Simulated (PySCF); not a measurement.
pentafluorosilicate (F5Si), SMILES F[Si-](F)(F)(F)F, charge -1.

Coordinates come from a B3LYP-D3(BJ)/def2-SVPD optimisation.

The numbers are results of r2SCAN/def2-SVPD run with PySCF, not measurements.

Symmetry labels are those of the subgroup C2v that the program uses (full group D3h).

Q: List the valence orbital energies around the gap with their symmetry. (Estimate from the structure and the level; the computed values follow.)

A: 
| orbital | symmetry | energy (eV) |
|---|---|---|
| HOMO−7 | B1 | -5.79 |
| HOMO−6 | A1 | -5.40 |
| HOMO−5 | B1 | -5.06 |
| HOMO−4 | B2 | -4.57 |
| HOMO−3 | B1 | -4.26 |
| HOMO−2 | A1 | -4.26 |
| HOMO−1 | A2 | -3.75 |
| HOMO | B2 | -3.75 |
| LUMO | A1 | 4.57 |
| LUMO+1 | B2 | 6.63 |
| LUMO+2 | B1 | 6.70 |
| LUMO+3 | A1 | 6.70 |
